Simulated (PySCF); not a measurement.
A structure optimised at ωB97X-D3(BJ)/def2-SVP, used in a PySCF frequency run:

```
V
F 1 1.6843
F 1 1.6843 2 120.00
F 1 1.6843 2 120.00 3 -180.00
F 1 1.7210 2 90.00 3 90.00
F 1 1.7210 2 90.00 5 180.00
```
Charge 0, spin multiplicity 1.

Problem. Write its SMILES, formula and point group.

Solution. [F][V]([F])([F])([F])[F], F₅V, D3h

Problem. What are its rotational constants (standard atomic weights)?

Solution. 3.1258, 2.6134, 2.6134 GHz
